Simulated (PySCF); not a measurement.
Mapped SMILES: `[H]/[N:1]=[CH:2]\[SiH:3]([SiH3:4])[SiH3:5]`; H(Xn) means a hydrogen on atom n.

No relativistic terms, no solvent, one conformer, equivalent nuclei averaged. Shielding tensors at PBE0/pcSseg-1 (GIAO); PBE0-D3(BJ)/def2-SVP structure; PySCF 2.14.0 with density-fitted response routines.

References, each an isolated molecule treated in the same way: $^{13}$C (σ = 184.41 ppm), $^{1}$H (σ = 31.27 ppm), $^{29}$Si (σ = 351.99 ppm) against TMS; $^{15}$N (σ = 265.67 ppm) against NH3.

```
        atoms    nucleus  count  Hirshfeld charge  δ (ppm)
        H(C2)    $^{1}$H      1              0.04     8.97
       H(Si3)    $^{1}$H      1             -0.07     3.85
H(Si4)/H(Si5)    $^{1}$H      6             -0.07     3.66
           N1   $^{15}$N      1             -0.21    463.5
          Si3  $^{29}$Si      1              0.17        ?
        H(N1)    $^{1}$H      1              0.10    12.79
           C2   $^{13}$C      1             -0.04        ?
      Si4/Si5  $^{29}$Si      2              0.21   -106.6
```

Q: Estimate the values marked ?.

A: 
- C2: 190.4 ppm, C=N carbon
- Si3: -72.1 ppm, silicon bonded to C, 2 Si, H

OH/NH shifts are gas-phase values; hydrogen bonding in solution moves them, usually downfield. Shifts are as computed. Against solution values, carbons near 30 ppm lie about +2 ppm off and those near 130 ppm about +5 ppm. Of 1309 compounds with measured shifts, 239 miss one by over three times the rms of a fit or turn the order of signals round; such compounds aren't used in these exercises. Experimental scales use liquid or dissolved standards, which lie at an offset from isolated NH3 (liquid NH3: subtract about 20 ppm). Unscaled 15N shifts of sp2 nitrogen come out 20 to 40 ppm too high even then.
